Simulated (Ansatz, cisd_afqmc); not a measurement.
System: AlCl, charge 0, triplet. This triplet is an excited state, 3.0 eV above the singlet at CCSD(T)/cc-pV(5+d)Z (Ansatz, a program for electronic structure). AlCl (SMILES [Al][Cl], triplet).
B3LYP-D3(BJ)/def2-TZVP minimum from Ansatz:
```xyz
2

Al     0.0000     0.0000    -1.2044
Cl     0.0000     0.0000     0.9210
```
Charge 0, spin multiplicity 3.

Total energies in cc-pV(T+d)Z, 10 correlated electrons, 10 frozen orbitals. Radicals and triplets start from unrestricted determinants; spin-orbit coupling is neglected. Cores are frozen in correlated methods. No relativity. AFQMC is phaseless with a CISD trial state; ± is one standard error, without the phaseless bias. Outlying blocks are dropped, and bars are widened where a walk drifts. Over all cases where full CI ran beside it in this data, AFQMC minus full CI had a median of +0.1 mEh and passed +0.4 mEh in a tenth of the cases. The spin of AlCl ([Al][Cl], triplet) was assumed, and the state is the lowest solution found for it.

```json
[
 {"method": "HF", "program": "Ansatz", "energy (Eh)": "-701.43397", "minus CCSDT(Q) (mEh)": "249.36"},
 {"method": "MP2", "program": "Ansatz", "energy (Eh)": "-701.65092", "minus CCSDT(Q) (mEh)": "32.41"},
 {"method": "CCSD", "program": "Ansatz", "energy (Eh)": "-701.67166", "minus CCSDT(Q) (mEh)": "11.67"},
 {"method": "CCSD(T)", "program": "Ansatz", "energy (Eh)": "-701.68201", "minus CCSDT(Q) (mEh)": "1.31"},
 {"method": "CCSDT(Q)", "program": "Ansatz", "energy (Eh)": "-701.68333", "minus CCSDT(Q) (mEh)": "0.00"},
 {"method": "AFQMC/CISD", "program": "cisd_afqmc", "energy (Eh)": "-701.6832 ± 0.0004", "minus CCSDT(Q) (mEh)": "0.1 ± 0.4"}
]
```

Rough core times of Ansatz's runs on a shared machine: CCSD(T) under 20 s, CCSDT(Q) 3 min.
